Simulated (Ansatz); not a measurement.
`CC1([SiH3])BO1` + H–F → `CC1(F)BO1` + SiH₄  (substitution at a C–Si bond)

Calculated with Ansatz (gas phase, PBE0-D4/def2-TZVP geometries, no zero-point term in ΔE). CBS: MP2 limit from def2 TZ/QZ plus the TZ coupled-cluster correction, frozen cores. This one scheme is used for every species. DFT in def2-TZVPP.

| species | PBE energy (Eh) |
| --- | --- |
| `CC1([SiH3])BO1` | -469.66419 |
| H–F | -100.39340 |
| `CC1(F)BO1` | -278.32524 |
| SiH₄ | -291.72174 |

**Question.** Work out ΔE.

**Answer.** ΔE = (-278.32524) + (-291.72174) − (-469.66419) − (-100.39340) = 0.01061 Eh = +0.29 eV. CCSD(T)/CBS gives +0.49 eV.

Largest T1 diagnostic among the species: 0.015.

The D4 term adds +0.11 eV with B3LYP and +0.06 eV with PBE0; it sums over pairs of atoms, weighted by their polarisabilities, and B3LYP, whose exchange is more repulsive, gets the larger term. In def2-TZVPP, CCSD(T) changes the Hartree–Fock value by +0.29 eV (the triples alone add +0.03 eV) and MP2 by +0.41 eV.

B3LYP here is the variant with VWN-RPA as its local correlation; programs differ in this.
